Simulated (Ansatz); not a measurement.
The cluster Cs3. Charge 0, multiplicity 2. Geometry PBE/def2-TZVP.

Cartesian coordinates in Å:
```
Cs 0.0334 -2.1512 2.5607
Cs 0.4193 2.4235 0.7430
Cs -0.4527 -0.2724 -3.3038
```

In the def2 sets Cs takes a core potential; there is no spin–orbit coupling. At r2SCAN/def2-TZVPD, r2SCAN0/def2-TZVP the charge 0 doublet is spin-contaminated (final ⟨S²⟩ up to 0.89, 0.75 for a pure state). The structure comes from a short search, and lower isomers may exist.

Q: Estimate the α-spin orbital energies around the gap (eV) in Ansatz with PBE/def2-TZVP, PBE/def2-TZVPD, r2SCAN/def2-TZVPD, PBE0/def2-TZVPD, r2SCAN0/def2-TZVP.

A: 
| orbital | PBE/def2-TZVP | PBE/def2-TZVPD | r2SCAN/def2-TZVPD | PBE0/def2-TZVPD | r2SCAN0/def2-TZVP |
| --- | --- | --- | --- | --- | --- |
| HOMO−9 | -13.40 | -13.36 | -13.90 | -14.82 | -15.19 |
| HOMO−8 | -13.39 | -13.36 | -13.90 | -14.81 | -15.18 |
| HOMO−7 | -13.31 | -13.29 | -13.77 | -14.71 | -15.06 |
| HOMO−6 | -13.31 | -13.29 | -13.77 | -14.71 | -15.06 |
| HOMO−5 | -13.31 | -13.28 | -13.76 | -14.70 | -15.05 |
| HOMO−4 | -13.30 | -13.27 | -13.76 | -14.70 | -15.05 |
| HOMO−3 | -13.26 | -13.23 | -13.72 | -14.66 | -15.01 |
| HOMO−2 | -13.26 | -13.23 | -13.72 | -14.66 | -15.01 |
| HOMO−1 | -2.59 | -2.57 | -2.51 | -2.95 | -2.99 |
| HOMO | -1.96 | -1.96 | -2.02 | -2.26 | -2.38 |
| LUMO | -1.61 | -1.61 | -1.46 | -1.24 | -1.17 |
| LUMO+1 | -1.12 | -1.12 | -1.02 | -0.77 | -0.75 |
| LUMO+2 | -1.00 | -1.00 | -0.83 | -0.63 | -0.60 |
| LUMO+3 | -0.85 | -0.86 | -0.79 | -0.54 | -0.51 |
| LUMO+4 | -0.74 | -0.74 | -0.67 | -0.37 | -0.35 |
| LUMO+5 | -0.64 | -0.65 | -0.41 | -0.30 | -0.20 |
| β HOMO | -2.48 | -2.46 | -2.40 | -2.78 | -2.83 |
| β LUMO | -1.66 | -1.65 | -1.38 | -1.21 | -1.14 |
